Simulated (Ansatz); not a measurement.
Reaction (silylene formation by 1,1-elimination): `CC=C=C[SiH3]` → `C=C=CC` + `[SiH2]`

Isolated molecules relaxed with PBE0-D4/def2-TZVP in Ansatz; ΔE leaves out vibrations. CBS: MP2 limit from def2 TZ/QZ plus the TZ coupled-cluster correction, frozen cores. This one scheme is used for every species. Functionals use def2-TZVPP. B3LYP here is the variant with VWN-RPA as its local correlation; programs differ in this.

CCSD(T)/CBS gives +59.1 kcal/mol.

(1) Another level gave +58.2 kcal/mol. Which?
A. BHLYP-D4/def2-TZVPP
B. B2PLYP/def2-TZVPP
C. r2SCAN-D4/def2-TZVPP
D. B3LYP/def2-TZVPP

(2) What do rigid-rotor, harmonic-oscillator terms from PBE0-D4/def2-TZVP frequencies (298.15 K, 1 bar) make of the CCSD(T)/CBS value? (An estimate is asked.)

Largest T1 diagnostic among the species: 0.014.

## Answers

(1) B. B2PLYP 58.2, B3LYP 55.1, r2SCAN-D4 64.1, BHLYP-D4 60.3 kcal/mol.

(2) Ansatz gave: ΔZPE = -2.4 kcal/mol, ΔH = +57.6 kcal/mol, ΔS = 149 J/(mol·K), ΔG = +47.0 kcal/mol.

From PBE to PBE0 (25 % exact exchange), in def2-TZVPP and without D4, ΔE moves by +2.2 kcal/mol. In def2-TZVPP, CCSD(T) changes the Hartree–Fock value by +2.9 kcal/mol (the triples alone add +1.2 kcal/mol) and MP2 by +8.4 kcal/mol.

CCSD(T)/CBS has its own doubt, a few kJ/mol and more with outer-core shells, so smaller differences from it don't rank the levels.
